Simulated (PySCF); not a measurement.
BiBr₂, SMILES [Br][Bi+][Br] (connectivity only; charge and spin as stated), charge +1, multiplicity 1.

Coordinates come from a B3LYP-D3(BJ)/def2-SVP optimisation. The spin state was assumed, not searched. The isomer is the one that the SMILES or the coordinates give; other isomers of the formula were not compared. The def2 effective core potentials stand for the cores of Bi; spin–orbit coupling is left out.

Two levels are set side by side: TDA-PBE/def2-SVPD (PySCF) and TDA-LC-ωPBE/def2-SVPD (PySCF). Vertical, same geometry. The lowest singlet is HOMO→LUMO 100 % with PBE and HOMO−1→LUMO 98 % with the other functional; states are paired by order. Differences are taken from unrounded values.

| quantity | TDA-PBE |
|---|---|
| lowest singlet excitation (eV) | 2.06 |
| lowest triplet excitation (TDA) (eV) | 1.87 |
| first bright state (f over 0.05) (eV) | 3.12 |
| its oscillator strength | 0.05 |

Q: These are the TDA-PBE values. What does TDA-LC-ωPBE give? (An estimate is asked for; the answer gives what the named calculation found.)

A: 
```json
[
 {"quantity": "lowest singlet excitation (eV)", "TDA-LC-ωPBE": "3.02", "TDA-PBE minus TDA-LC-ωPBE": "-0.96"},
 {"quantity": "lowest triplet excitation (TDA) (eV)", "TDA-LC-ωPBE": "2.52", "TDA-PBE minus TDA-LC-ωPBE": "-0.65"},
 {"quantity": "first bright state (f over 0.05) (eV)", "TDA-LC-ωPBE": "3.73", "TDA-PBE minus TDA-LC-ωPBE": "-0.62"},
 {"quantity": "its oscillator strength", "TDA-LC-ωPBE": "0.05", "TDA-PBE minus TDA-LC-ωPBE": "0.00"}
]
```

A lower first singlet is the usual sign of a functional without exact exchange. Differences between two approximate levels are no errors against the true value.

Rough cost on one machine, each run with all the roots and properties that it gave: TDA-LC-ωPBE against TDA-PBE about 2 times.
